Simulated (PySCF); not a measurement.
The third ionisation energy along group 10

All values are computed (PySCF 2.14, energy differences of UHF-based or UKS calculations, no spin-orbit coupling). Values in eV. The last column holds reference values (NIST; (s) semi-empirical, (t) theoretical, else measured). Unmarked ones compare directly (S terms, centres of terms, or small fine structure); those marked * lie between the lowest fine-structure levels and include a spin-orbit shift.

| element | configurations | UHF | MP2 (valence) | SCS-MP2 (valence) | CCSD (valence and next inner shell) | CCSD(T) (valence and next inner shell) | PBE0 | reference |
| --- | --- | --- | --- | --- | --- | --- | --- | --- |
| Ni (x2c-TZVPPall with one added diffuse shell each of s, p, d, f type, spin-free X2C) | [Ar] 3d8 → [Ar] 3d7 | 32.599 | 34.851 | 34.779 | 34.766 | 34.854 | 35.308 | 35.187 ± 0.019 * |
| Pd (x2c-TZVPPall with one added diffuse shell each of s, p, d, f type, spin-free X2C) | [Kr] 4d8 → [Kr] 4d7 | 31.135 | 32.745 | 32.755 | 32.558 | 32.624 | 33.037 | 32.93 (s) * |
| Pt (x2c-TZVPPall with one added diffuse shell each of s, p, d, f type, spin-free X2C) | [Xe] 4f14 5d8 → [Xe] 4f14 5d7 | 29.158 | 30.628 | 30.648 | 30.547 | 30.624 | 30.964 | 29 ± 1.6 (t) * |

"Valence" correlates the outer s and p shells and, in groups 3 to 12 and the f block, the outer d or f shell, open or full, or the next shell where the ion has no valence electron left; the wider scheme adds the next inner shell.
